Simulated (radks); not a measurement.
Task: Er, configuration [Xe] 4f12 6s2. Calculated with a radial shooting solver on a logarithmic mesh with Libxc functionals: Dirac Kohn-Sham, PBE, spin-unpolarised, spherical densities, finite nucleus; open shells fill j = l - 1/2 first; Fermi nuclear charge, rms radius 5.2516 fm.

Spin-orbit splittings of the eigenvalues, e(l+1/2) - e(l-1/2), with zeta = 2 splitting/(2l+1) and mean radii in bohr:

| shell | occ. | splitting (eV) | zeta (eV) | <r> j=l-1/2 | <r> j=l+1/2 |
|---|---|---|---|---|---|
| 2p | 6 | 916.9 | 611.2 | 0.07147 | 0.07875 |
| 3p | 6 | 192.6 | 128.4 | 0.2146 | 0.2283 |
| 3d | 10 | 42.09 | 16.83 | 0.2012 | 0.2055 |
| 4p | 6 | ? | ? | 0.5172 | 0.5486 |
| 4d | 10 | 7.871 | 3.149 | 0.5774 | 0.5886 |
| 4f | 12 | 1.081 | 0.3088 | 0.8214 | 0.8460 |
| 5p | 6 | 5.341 | 3.561 | 1.419 | 1.534 |

Estimate the 4p splitting.

Result: 43.32 eV (zeta = 28.88 eV).
